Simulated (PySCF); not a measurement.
Computed with PySCF with PBE-D3(BJ)/def2-TZVP // B3LYP-D3(BJ)/def2-TZVP. All species are isolated molecules in the gas phase. One relaxed conformer stands for a flexible species; it need not be the lowest. 

Reference species (SMILES): `C=NBN` (C–N–B–N torsion -91°, N–B–N–H torsion -173°) (neutral, multiplicity 1).

```
Property                  Result
----------------------  --------
HOMO–LUMO gap            3.79 eV
S1 oscillator strength     0.000
HOMO                    -5.43 eV
```

Changed species: `N=BCN` (N–B–C–N torsion 0°, B–C–N–H torsion -58°).

Question: Give the shifts of the HOMO–LUMO gap, S1 oscillator strength and HOMO.

Answer: the HOMO–LUMO gap rises by 1.40 eV, to 5.19 eV; the S1 oscillator strength rises by 0.020, to 0.020; the HOMO decreases by 0.12 eV, to -5.55 eV.
